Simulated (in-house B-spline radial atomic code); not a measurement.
Successive ionisation energies of hafnium; each step leads to the configuration of the next row (after the last: [He] 2s2 2p3). NIST's values go from ground level to ground level; the uncertainty of those that are theory runs from under 0.1 % in few-electron ions to several per cent in heavy many-electron ones. Computed with an all-electron radial atomic-structure program (B-spline basis): non-relativistic Hartree-Fock, average of the configuration, point nuclei.

This level leaves out relativity, spin-orbit splitting included, which matters for heavy ions.

```
  ion  configuration  ionisation energy (eV)  tabulated value (eV)  computed minus tabulated (eV)  highest orbital  largest mean radius (bohr)
Hf46+       [Ar] 3d8                  4009.8                  3984                             26               3d                     0.21868
Hf47+       [Ar] 3d7                  4135.7                  4118                             18               3d                     0.21755
Hf48+       [Ar] 3d6                  4263.2                  4246                             17               3d                     0.21643
Hf49+       [Ar] 3d5                  4392.1                  4372                             20               3d                     0.21531
Hf50+       [Ar] 3d4                  4522.5                  4573                            -50               3d                      0.2142
Hf51+       [Ar] 3d3                  4654.4                  4703                            -49               3d                      0.2131
Hf52+       [Ar] 3d2                  4787.8                  4846                            -58               3d                     0.21201
Hf53+       [Ar] 3d1                  4922.7                  4980                            -57               3d                     0.21093
Hf54+   [Ne] 3s2 3p6                  5279.3                  5350                            -71               3p                     0.20985
Hf55+   [Ne] 3s2 3p5                  5395.8                  5468                            -72               3p                     0.20906
Hf56+   [Ne] 3s2 3p4                  5513.1                  5595                            -82               3p                     0.20826
Hf57+   [Ne] 3s2 3p3                  5631.3                  5713                            -82               3p                     0.20748
Hf58+   [Ne] 3s2 3p2                  5750.4                  6149                           -399               3p                      0.2067
Hf59+   [Ne] 3s2 3p1                  5870.2                  6284                           -414               3p                     0.20593
Hf60+       [Ne] 3s2                  6096.8                  6545                           -448               3s                     0.20516
Hf61+       [Ne] 3s1                  6215.8                  6674                           -458               3s                     0.20431
Hf62+   [He] 2s2 2p6                 14545.2                 14678                           -133               2p                    0.087323
Hf63+   [He] 2s2 2p5                 14862.9                 14999                           -136               2p                     0.08695
Hf64+   [He] 2s2 2p4                 15183.5                 15351                           -168               2p                    0.086581
```

(1) Where is the largest jump?

Results:

(1) From Hf61+ to Hf62+, by a factor of 2.34 (6215.8 to 14545 eV); the highest orbital goes from 3s to 2p.
